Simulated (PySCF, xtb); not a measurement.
Ge(H)2(F)(Et) (C₂H₇FGe), SMILES C[CH2][GeH2][F]. One conformer was computed; it need not be the lowest.

Harmonic wavenumbers (cm⁻¹) from xtb with GFN2-xTB at its own minimum, in rising order: 53, 137, 207, 247, 427, 474, 549, 586, 655, 727, 785, 962, 1003, 1063, 1223, 1248, 1412, 1449, 1494, 1497, 1895, 1963, 2955, 2975, 3011, 3018, 3024.

Q: What does B3LYP-D3(BJ)/def2-SVP in PySCF give at its own minimum? (The exact figures need the calculation; the answer reports its results.)

A: 60, 148, 221, 274, 487, 585, 665, 691, 708, 810, 864, 970, 983, 1049, 1245, 1251, 1398, 1434, 1475, 1479, 2126, 2135, 3027, 3037, 3086, 3103, 3118. Paired by order, the mean absolute difference is 59 cm⁻¹ and the zero-point energies are 50.1 and 52.1 kcal/mol.
